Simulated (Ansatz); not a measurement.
Ansatz (an electronic-structure program) job for HMDS (C₆H₁₉NSi₂), SMILES N([Si](C)(C)C)[Si](C)(C)C, PBE0/def2-SVPD. Geometry: B3LYP-D3(BJ)/def2-SVP. Other conformers were not sampled.

Ansatz 0.2 input:
```yaml
crystal:
  periodic: [false, false, false]
  atoms:
    - {symbol: C, position_ang: [-1.71553859, -2.09659657, -0.49173247]}
    - {symbol: Si, position_ang: [0.00859977, -1.59222796, 0.08693685]}
    - {symbol: C, position_ang: [0.61039765, -2.81393834, 1.38991875]}
    - {symbol: C, position_ang: [1.16966357, -1.59684440, -1.39938859]}
    - {symbol: N, position_ang: [-0.00000004, 0.00000001, 0.81621200]}
    - {symbol: Si, position_ang: [-0.00859978, 1.59222796, 0.08693685]}
    - {symbol: C, position_ang: [-1.16966342, 1.59684440, -1.39938870]}
    - {symbol: C, position_ang: [1.71553864, 2.09659657, -0.49173230]}
    - {symbol: C, position_ang: [-0.61039778, 2.81393833, 1.38991869]}
    - {symbol: H, position_ang: [-2.42781504, -2.09199041, 0.34975204]}
    - {symbol: H, position_ang: [-2.09474818, -1.39534727, -1.25247131]}
    - {symbol: H, position_ang: [-1.71596135, -3.10743205, -0.93312212]}
    - {symbol: H, position_ang: [1.62760545, -2.56257405, 1.73189568]}
    - {symbol: H, position_ang: [-0.05361929, -2.81679994, 2.27077647]}
    - {symbol: H, position_ang: [0.63094264, -3.84059558, 0.98894287]}
    - {symbol: H, position_ang: [1.19460126, -2.59076961, -1.87584123]}
    - {symbol: H, position_ang: [2.19640170, -1.33480344, -1.09755558]}
    - {symbol: H, position_ang: [0.84935583, -0.87252125, -2.16573440]}
    - {symbol: H, position_ang: [-0.00000009, -0.00000001, 1.83342709]}
    - {symbol: H, position_ang: [-1.19460107, 2.59076962, -1.87584135]}
    - {symbol: H, position_ang: [-2.19640159, 1.33480344, -1.09755579]}
    - {symbol: H, position_ang: [-0.84935561, 0.87252125, -2.16573448]}
    - {symbol: H, position_ang: [1.71596144, 3.10743205, -0.93312195]}
    - {symbol: H, position_ang: [2.42781501, 2.09199041, 0.34975227]}
    - {symbol: H, position_ang: [2.09474830, 1.39534727, -1.25247110]}
    - {symbol: H, position_ang: [-0.63094274, 3.84059557, 0.98894281]}
    - {symbol: H, position_ang: [0.05361907, 2.81679993, 2.27077648]}
    - {symbol: H, position_ang: [-1.62760562, 2.56257404, 1.73189552]}
basis:
  gaussian:
    orbitals: def2-SVPD
hamiltonian:
  xc: {name: PBE0}
```

Log of the run:

```
WARN ansatz: RAYON_NUM_THREADS=2 ignored (pool sized by the plan → 2); use --threads N
Functional definition: PBE0
integrals: 0.58 GiB planned
2895 factors; their error is unknown
mean field: 2.57 GiB planned
mean field evaluation 1: about -23731.4504 eV, gradient 1.0e2 eV
mean field evaluation 2: about -23724.1663 eV, gradient 1.1e2 eV
mean field evaluation 4: about -23754.4548 eV, gradient 4.6e0 eV
mean field evaluation 8: about -23754.5768 eV, gradient 7.3e-2 eV
mean field evaluation 16: about -23754.5768 eV, gradient 3.8e-5 eV
mean field -23754.57677422 eV, -872.9645950221 hartree, gradient 3.8e-5 eV, S^2 0.000000; 0 other end points of the search recorded, 0 dependent functions left out
reference -23754.57683096 eV, -872.9645971071 hartree; 45, 45 occupied and 295, 295 virtual orbitals, 2895 factors
Total energy: -23754.57683096 eV, -872.9645971071 hartree
```

The run converged.

Cost: around 25 core-seconds (rough).
